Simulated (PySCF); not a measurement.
Cyanoethynyl isothiocyanate, C4N2S.
Atom-mapped SMILES: `[N:1]#[C:2][C:3]#[C:4][N:5]=[C:6]=[S:7]`

Structure optimised with GFN2-xTB, isolated species.

**Question.** What internal coordinates does the optimisation give?

**Answer.** 
```
 bond  length (Å)   order
N1≡C2       1.152  triple
C2–C3       1.352  single
C3≡C4       1.219  triple
C4–N5       1.271  single
N5=C6       1.198  double
C6=S7       1.549  double
```

Orders are formal, as drawn. A selection of angles:
```
   angle  degrees
N1–C2–C3    179.7
C2–C3–C4    177.0
C3–C4–N5    175.1
C4–N5–C6    163.0
N5–C6–S7    173.4
```

The 7 heavy atoms lie in one plane (0.000 Å rms). The C–C distances run from 1.219 Å (C3≡C4, drawn triple) to 1.352 Å (C2–C3, drawn single), a spread of 0.133 Å. The 3 C–N bonds span 1.152 Å (N1≡C2, drawn triple) to 1.271 Å (C4–N5, drawn single), a spread of 0.119 Å.

Not checked by GFN2-xTB frequencies.

These are computed values.
